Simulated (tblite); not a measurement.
Species: C7H15P.
Geometry (GFN2-xTB, Å), atoms numbered from 1 in this order:
```xyz
23
C7H15P angstrom
C     -0.6873    2.0633    0.0724
C     -0.3248    0.6422   -0.3595
C     -1.5931   -0.2170   -0.3540
C     -1.3882   -1.6007   -0.9560
P     -0.1485   -2.6338   -0.0420
C      1.1870   -1.3514    0.0393
C      0.7558    0.0274    0.5446
C      1.9976    0.9150    0.6393
H     -0.9689    2.0812    1.1234
H      0.1425    2.7471   -0.0782
H     -1.5293    2.4281   -0.5124
H      0.0637    0.6791   -1.3844
H     -1.9540   -0.3152    0.6740
H     -2.3711    0.2979   -0.9253
H     -1.0406   -1.5201   -1.9911
H     -2.3328   -2.1513   -0.9733
H     -0.6721   -2.3538    1.2299
H      1.9737   -1.7528    0.6857
H      1.6116   -1.2675   -0.9669
H      0.3353   -0.0859    1.5519
H      2.7849    0.4000    1.1860
H      2.3725    1.1526   -0.3544
H      1.7813    1.8424    1.1613
```

All values are computed: GFN2-xTB (tblite) harmonic vibrations without scaling, gas phase. Against measured fundamentals such values can be off by several per cent, at times by over 20. Modes of hydrogen on phosphorus can be 10 to 20 % off. One conformer, not necessarily the lowest.

Harmonic wavenumbers (cm⁻¹): 93.6, 145.9, 197.1, 213.3, 256.9, 305.1, 335.5, 346.8, 359.4, 396.2, 489.5, 521.5, 684.1, 716.8, 756.1, 774.3, 836.6, 858.9, 908.0, 937.9, 960.5, 973.4, 1000.1, 1066.3, 1073.2, 1086.6, 1097.7, 1103.6, 1144.2, 1173.3, 1197.2, 1227.7, 1249.8, 1277.9, 1297.0, 1300.0, 1315.5, 1355.1, 1361.6, 1414.1, 1417.2, 1446.8, 1450.3, 1487.5, 1498.0, 1500.8, 1506.9, 1525.9, 2232.4, 2906.7, 2917.7, 2927.8, 2935.0, 2942.9, 2946.9, 2955.2, 2960.6, 3025.1, 3025.2, 3029.6, 3031.0, 3050.4, 3056.5.

A = 2446, B = 1389, C = 956.0 MHz; mass 130.091 u (most abundant isotopes); point group C1, symmetry number 1.

Task: What is the zero-point energy?

Result: Half the sum of the wavenumbers: 44792 cm⁻¹ = 535.84 kJ/mol.

Task: What is S at 350 K and 1 bar for an ideal gas of classical rigid rotors and harmonic oscillators?

Result: Translation 172.90, rotation 123.26, vibration 115.08: S = 411.3 J/(mol K).

Task: And Cp and H(350 K) − H(0)?

Result: Cp = 186.29 J/(mol K), of which vibrations give 153.04 (their classical limit is 63 R = 523.8); H(350 K) − H(0) = 35.48 kJ/mol without the zero-point energy, 23.84 from vibrations.

Task: Which modes carry the vibrational entropy at 350 K?

Result: 93.6 cm⁻¹: 16.31; 145.9 cm⁻¹: 12.69; 197.1 cm⁻¹: 10.29; 213.3 cm⁻¹: 9.67; 256.9 cm⁻¹: 8.24; 305.1 cm⁻¹: 6.96 J/(mol K); the other 57 give 50.94 together.

Task: How do the functions run with temperature in this model?

Result: 
```csv
T (K),S (J/(mol K)),Cp (J/(mol K)),H − H(0) (kJ/mol),G − H(0) (kJ/mol),ln q(vib)
50,234.7,42.3,1.79,-9.95,0.09
100,271.0,65.6,4.47,-22.63,0.60
298.15,383.6,159.2,26.53,-87.85,4.46
373.15,423.6,198.2,39.94,-118.12,6.19
500,490.2,258.0,68.99,-176.09,9.31
750,612.4,344.6,145.09,-314.21,15.72
1000,719.9,402.0,238.88,-481.05,22.04
```

q(vib) and H(0) count from the zero-point level.

Task: What must be added to the electronic energy to get the Gibbs energy at 350 K and 1 bar?

Result: ZPE + [H(350 K) − H(0)] − T·S = 535.84 + 35.48 − 143.94 = 427.38 kJ/mol.

Task: Blend soft modes into free rotors: weight 1/[1 + (100 cm⁻¹/ν̃)⁴] for the oscillator and the rest for a rotor with moment μB/(μ + B), μ = h/(8π²ν), B = 10⁻⁴⁴ kg m². What vibrational entropy results?

Result: 112.88 J/(mol K) in place of 115.08, which changes −T·S at 350 K by +0.77 kJ/mol.

Hindered rotation and anharmonicity are outside this model. Other conformers, if any are populated, would add a mixing term that is left out. The structure is chiral; the term R ln 2 for an equal mix with its mirror image is left out.
